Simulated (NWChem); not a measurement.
System: C4H3NS; SMILES C#CC1=NCS1

NWChem printed, in part:

```
             Northwest Computational Chemistry Package (NWChem) 7.3.0
             --------------------------------------------------------

 CS  symmetry detected

                             Geometry "geometry" -> ""
                             -------------------------

 Output coordinates in angstroms (scale by  1.889725989 to convert to a.u.)

  No.       Tag          Charge          X              Y              Z
 ---- ---------------- ---------- -------------- -------------- --------------
    1 C                    6.0000     0.16775809     2.89730621     0.00000000
    2 C                    6.0000    -0.05846988     1.69342494     0.00000000
    3 C                    6.0000    -0.25434184     0.28763462     0.00000000
    4 N                    7.0000    -1.36771313    -0.39867465     0.00000000
    5 C                    6.0000    -0.72091628    -1.69986562     0.00000000
    6 S                   16.0000     1.01642237    -0.97767579     0.00000000
    7 H                    1.0000     0.35048505     3.96349249     0.00000000
    8 H                    1.0000    -0.92171581    -2.30047907     0.91143000
    9 H                    1.0000    -0.92171581    -2.30047907    -0.91143000

 Effective nuclear repulsion energy (a.u.)     241.9198746686

      Symmetry information
      --------------------

 Group name             Cs
 Group number              2
 Group order               2
 No. of unique centers     8

                                 NWChem DFT Module
                                 -----------------

 Summary of "ao basis" -> "ao basis" (spherical)
 ------------------------------------------------------------------------------
       Tag                 Description            Shells   Functions and Types
 ---------------- ------------------------------  ------  ---------------------
 C                          cc-pvtz                 10       30   4s3p2d1f
 N                          cc-pvtz                 10       30   4s3p2d1f
 S                          cc-pvtz                 12       34   5s4p2d1f
 H                          cc-pvtz                  6       14   3s2p1d

      Symmetry analysis of basis
      --------------------------

        a'        147
        a"         79

            General Information
            -------------------
          SCF calculation type: DFT
          Wavefunction type:  closed shell.
          No. of atoms     :     9
          No. of electrons :    50
           Alpha electrons :    25
            Beta electrons :    25
          Charge           :     0
          Spin multiplicity:     1
          Use of symmetry is: on ; symmetry adaption is: on
          Maximum number of iterations: 150
          AO basis - number of functions:   226
                     number of shells:    80
          Convergence on energy requested:  1.00D-06
          Convergence on density requested:  1.00D-05
          Convergence on gradient requested:  5.00D-04

              XC Information
              --------------
                         PBE0 Method XC Functional
                     Hartree-Fock (Exact) Exchange  0.250
          PerdewBurkeErnzerhof Exchange Functional  0.750
            Perdew 1991 LDA Correlation Functional  1.000 local
           PerdewBurkeErnz. Correlation Functional  1.000 non-local

             Grid Information
             ----------------
          Grid used for XC integration:  medium
          Radial quadrature: Mura-Knowles
          Angular quadrature: Lebedev.
          Tag              B.-S. Rad. Rad. Pts. Rad. Cut. Ang. Pts.
          ---              ---------- --------- --------- ---------
          C                   0.70       49          14.0       434
          N                   0.65       49          12.0       434
          S                   1.00       88          13.0       590
          H                   0.35       45          15.0       434
          Grid pruning is: on
          Number of quadrature shells:   423
          Spatial weights used:  Erf1

      Superposition of Atomic Density Guess
      -------------------------------------

 Sum of atomic energies:        -603.97792520

      Non-variational initial energy
      ------------------------------

 Total energy =    -607.052215
 1-e energy   =   -1307.310329
 2-e energy   =     458.338239
 HOMO         =      -0.294004
 LUMO         =      -0.049307

      Symmetry analysis of molecular orbitals - initial
      -------------------------------------------------

  Numbering of irreducible representations:

     1 a'          2 a"

  Orbital symmetries:

     1 a'          2 a'          3 a'          4 a'          5 a'
     6 a'          7 a'          8 a'          9 a'         10 a"
    11 a'         12 a'         13 a'         14 a'         15 a'
    16 a'         17 a"         18 a'         19 a'         20 a"
    21 a'         22 a'         23 a"         24 a'         25 a"
    26 a"         27 a'         28 a'         29 a'         30 a'
    31 a"         32 a'         33 a"         34 a'         35 a'

------------------------------------------------------------
EAF file 0: "./job.aoints.0" size=622329856 bytes
------------------------------------------------------------
               write      read    awrite     aread      wait
               -----      ----    ------     -----      ----
     calls:     1187         0         0         0         0
   data(b): 6.22e+08  0.00e+00  0.00e+00  0.00e+00
   time(s): 0.00e+00  0.00e+00  0.00e+00  0.00e+00  0.00e+00
rate(mb/s): 0.00e+00  0.00e+00
------------------------------------------------------------

     ---------------------------------------------
      Total Density - Mulliken Population Analysis
     ---------------------------------------------

    Atom       Charge   Shell Charges
 -----------   ------   -------------------------------------------------------
    1 C    6     6.33   1.96  0.89  0.19  0.53  0.76  1.33  0.62  0.01  0.03  0.01
    2 C    6     5.84   1.96  0.87  0.19  0.20  0.78  1.43  0.35  0.02  0.03  0.01
    3 C    6     5.65   1.96  0.82  0.17  0.39  0.62  1.22  0.33  0.03  0.10  0.01
    4 N    7     7.53   1.95  1.00  0.23  0.45  1.00  1.90  0.95  0.01  0.04  0.00
    5 C    6     6.03   1.95  0.86  0.18  0.36  0.68  1.39  0.50  0.02  0.09  0.01
    6 S   16    16.18   2.00  1.89  1.14  0.18  0.63  5.81  2.43  0.81  1.20  0.06  0.02  0.01
    7 H    1     0.76   0.21  0.39  0.13  0.01  0.01  0.00
    8 H    1     0.84   0.24  0.44  0.14  0.01  0.01  0.00
    9 H    1     0.84   0.24  0.44  0.14  0.01  0.01  0.00

   convergence    iter        energy       DeltaE   RMS-Dens  Diis-err
 ---------------- ----- ----------------- --------- --------- ---------
 d= 0,ls=0.0,diis     1   -606.6500483477 -8.49D+02  5.58D-03  9.83D-01
 d= 0,ls=0.0,diis     2   -606.5764443686  7.36D-02  2.71D-03  1.62D+00
 d= 0,ls=0.0,diis     3   -606.7349058811 -1.58D-01  1.06D-03  1.58D-01
 d= 0,ls=0.0,diis     4   -606.7460054456 -1.11D-02  5.79D-04  5.01D-02
 d= 0,ls=0.0,diis     5   -606.7521956680 -6.19D-03  8.44D-05  8.56D-04
  Resetting Diis
 d= 0,ls=0.0,diis     6   -606.7522833504 -8.77D-05  3.91D-05  1.82D-04
 d= 0,ls=0.0,diis     7   -606.7523027246 -1.94D-05  5.00D-05  4.34D-05
 d= 0,ls=0.0,diis     8   -606.7522759533  2.68D-05  3.15D-05  2.49D-04
 d= 0,ls=0.0,diis     9   -606.7523083720 -3.24D-05  2.55D-06  4.17D-07
 d= 0,ls=0.0,diis    10   -606.7523084148 -4.28D-08  7.86D-07  1.12D-07

         Total DFT energy =     -606.752308414837
      One electron energy =    -1310.837736339676
           Coulomb energy =      517.024663681805
    Exchange-Corr. energy =      -54.859110425565
 Nuclear repulsion energy =      241.919874668599

 Numeric. integr. density =       50.000001121285

                  Occupations of the irreducible representations
                  ----------------------------------------------

                     irrep           alpha         beta
                     --------     --------     --------
                     a'               20.0         20.0
                     a"                5.0          5.0

                       DFT Final Molecular Orbital Analysis
                       ------------------------------------

 Vector   23  Occ=2.000000D+00  E=-3.000383D-01  Symmetry=a"
              MO Center= -6.4D-02,  1.1D+00, -8.6D-15, r^2= 4.5D+00
   Bfn.  Coefficient  Atom+Function         Bfn.  Coefficient  Atom+Function
  ----- ------------  ---------------      ----- ------------  ---------------
    10      0.251599  1 C  pz                40      0.216957  2 C  pz
   161     -0.201164  6 S  pz                 7      0.199279  1 C  pz
    13      0.169802  1 C  pz                37      0.168931  2 C  pz
   100     -0.142064  4 N  pz                43      0.129308  2 C  pz
   167     -0.124792  6 S  pz                70     -0.119813  3 C  pz

 Vector   24  Occ=2.000000D+00  E=-2.903779D-01  Symmetry=a'
              MO Center= -5.6D-01, -4.1D-01,  1.0D-14, r^2= 3.3D+00
   Bfn.  Coefficient  Atom+Function         Bfn.  Coefficient  Atom+Function
  ----- ------------  ---------------      ----- ------------  ---------------
   159      0.316926  6 S  px                98      0.297400  4 N  px
   101      0.285069  4 N  px                95      0.239333  4 N  px
   165      0.211518  6 S  px                92     -0.143332  4 N  s
    64     -0.137990  3 C  s                162      0.130216  6 S  px
   128     -0.121424  5 C  px                68     -0.117484  3 C  px

 Vector   25  Occ=2.000000D+00  E=-2.675493D-01  Symmetry=a"
              MO Center=  3.5D-01, -7.5D-01, -4.2D-15, r^2= 2.7D+00
   Bfn.  Coefficient  Atom+Function         Bfn.  Coefficient  Atom+Function
  ----- ------------  ---------------      ----- ------------  ---------------
   161      0.467240  6 S  pz               167      0.354619  6 S  pz
   100     -0.229048  4 N  pz               164      0.197814  6 S  pz
   103     -0.191020  4 N  pz                97     -0.179902  4 N  pz
    70     -0.061984  3 C  pz                73     -0.056114  3 C  pz
    67     -0.052048  3 C  pz                10      0.049195  1 C  pz

 Vector   26  Occ=0.000000D+00  E=-6.118512D-02  Symmetry=a"
              MO Center= -3.3D-01,  7.8D-01,  2.5D-15, r^2= 4.3D+00
   Bfn.  Coefficient  Atom+Function         Bfn.  Coefficient  Atom+Function
  ----- ------------  ---------------      ----- ------------  ---------------
    13      0.346744  1 C  pz               103      0.314174  4 N  pz
    70     -0.265836  3 C  pz                73     -0.254730  3 C  pz
   100      0.252221  4 N  pz                10      0.225646  1 C  pz
    43     -0.204932  2 C  pz                97      0.200640  4 N  pz
    67     -0.182685  3 C  pz                 7      0.176137  1 C  pz

 Vector   27  Occ=0.000000D+00  E=-3.312427D-02  Symmetry=a'
              MO Center=  5.9D-01, -5.5D-01,  3.2D-15, r^2= 4.4D+00
   Bfn.  Coefficient  Atom+Function         Bfn.  Coefficient  Atom+Function
  ----- ------------  ---------------      ----- ------------  ---------------
   124      0.978853  5 C  s                166      0.747734  6 S  py
    72      0.552873  3 C  py                64     -0.376701  3 C  s
    42      0.374142  2 C  py               160      0.349223  6 S  py
     4     -0.289195  1 C  s                131      0.280827  5 C  px
    71     -0.259705  3 C  px                11      0.226320  1 C  px

 Vector   28  Occ=0.000000D+00  E=-2.615155D-03  Symmetry=a'
              MO Center=  8.3D-02,  8.4D-01, -3.5D-16, r^2= 5.8D+00
   Bfn.  Coefficient  Atom+Function         Bfn.  Coefficient  Atom+Function
  ----- ------------  ---------------      ----- ------------  ---------------
   124      0.629602  5 C  s                 11     -0.508260  1 C  px
   131      0.510073  5 C  px               165      0.444572  6 S  px
    41      0.438107  2 C  px               155     -0.419559  6 S  s
    94      0.238294  4 N  s                  8     -0.229955  1 C  px
   166      0.228020  6 S  py                42     -0.225419  2 C  py

------------------------------------------------------------
EAF file 0: "./job.aoints.0" size=933756928 bytes
------------------------------------------------------------
               write      read    awrite     aread      wait
               -----      ----    ------     -----      ----
     calls:     1781         9         0     16020     16020
   data(b): 9.34e+08  4.72e+06  0.00e+00  8.40e+09
   time(s): 0.00e+00  0.00e+00  0.00e+00  0.00e+00  0.00e+00
rate(mb/s): 0.00e+00  0.00e+00
------------------------------------------------------------

     ---------------------------------------------
      Total Density - Mulliken Population Analysis
     ---------------------------------------------

    Atom       Charge   Shell Charges
 -----------   ------   -------------------------------------------------------
    1 C    6     6.29   1.96  0.80  0.19  0.50  0.84  1.36  0.59  0.01  0.03  0.01
    2 C    6     5.70   1.96  0.79  0.19  0.23  0.85  1.44  0.18  0.02  0.04  0.01
    3 C    6     6.09   1.96  0.79  0.18  0.44  0.81  1.43  0.30  0.03  0.14  0.01
    4 N    7     7.19   1.95  0.94  0.23  0.45  0.97  1.72  0.85  0.01  0.06  0.00
    5 C    6     6.03   1.96  0.80  0.18  0.25  0.81  1.48  0.42  0.02  0.10  0.01
    6 S   16    16.09   2.00  1.85  1.14  0.23  0.65  5.80  2.36  0.86  1.05  0.09  0.03  0.01
    7 H    1     0.84   0.25  0.45  0.11  0.01  0.02  0.00
    8 H    1     0.89   0.26  0.48  0.10  0.01  0.03  0.00
    9 H    1     0.89   0.26  0.48  0.10  0.01  0.03  0.00

     -------------------------------------------
      Total Density - Lowdin Population Analysis
     -------------------------------------------

    Atom       Charge   Shell Charges
 -----------   ------   -------------------------------------------------------
    1 C    6     5.88   1.57  0.63  0.34  0.29  0.76  1.31  0.79  0.01  0.14  0.03
    2 C    6     6.06   1.57  0.62  0.35  0.27  0.78  1.35  0.76  0.02  0.29  0.04
    3 C    6     6.40   1.58  0.59  0.36  0.26  0.75  1.34  0.75  0.04  0.66  0.08
    4 N    7     6.82   1.58  0.72  0.44  0.37  0.92  1.62  0.96  0.01  0.19  0.02
    5 C    6     6.13   1.57  0.57  0.35  0.25  0.73  1.34  0.76  0.03  0.47  0.06
    6 S   16    15.61   1.98  1.35  0.98  0.63  0.53  5.05  2.26  1.40  1.18  0.19  0.03  0.04
    7 H    1     1.04   0.24  0.41  0.20  0.02  0.15  0.03
    8 H    1     1.03   0.25  0.41  0.18  0.02  0.14  0.03
    9 H    1     1.03   0.25  0.41  0.18  0.02  0.14  0.03

     Multipole analysis of the density
     ---------------------------------

     L   x y z        total         alpha         beta         nuclear
     -   - - -        -----         -----         ----         -------
     0   0 0 0     -0.000000    -25.000000    -25.000000     50.000000

     1   1 0 0      0.312813      0.156407      0.156407      0.000000
     1   0 1 0     -0.005817     -0.002909     -0.002909      0.000000
     1   0 0 1     -0.000000     -0.000000     -0.000000      0.000000

     2   2 0 0    -34.573792    -80.034236    -80.034236    125.494680
     2   1 1 0      2.536519     -3.701121     -3.701121      9.938760
     2   1 0 1      0.000000      0.000000      0.000000      0.000000
     2   0 2 0    -20.608616   -239.041617   -239.041617    457.474618
     2   0 1 1      0.000000      0.000000      0.000000      0.000000
     2   0 0 2    -31.719455    -18.826227    -18.826227      5.932999
```

Level: PBE0/cc-pVTZ. All runs use the structure optimised with PBE-D3(BJ)/def2-SVP.

### Question
Reconstruct the input file.

### Answer
Several could match; the one computed here: the input that was run:
```
start job
memory heap 200 mb stack 900 mb global 1100 mb
geometry units angstroms noautoz
  C      0.161540     2.893224     0.000000
  C     -0.060064     1.688483     0.000000
  C     -0.250537     0.281951     0.000000
  N     -1.361265    -0.408628     0.000000
  C     -0.709477    -1.707326     0.000000
  S      1.025076    -0.978471     0.000000
  H      0.340172     3.960104     0.000000
  H     -0.907969    -2.308706     0.911430
  H     -0.907969    -2.308706    -0.911430
end
basis spherical
  C library cc-pvtz
  N library cc-pvtz
  S library cc-pvtz
  H library cc-pvtz
end
dft
  xc pbe0
  iterations 150
  semidirect filesize 400000000
  mulliken
end
task dft energy
```
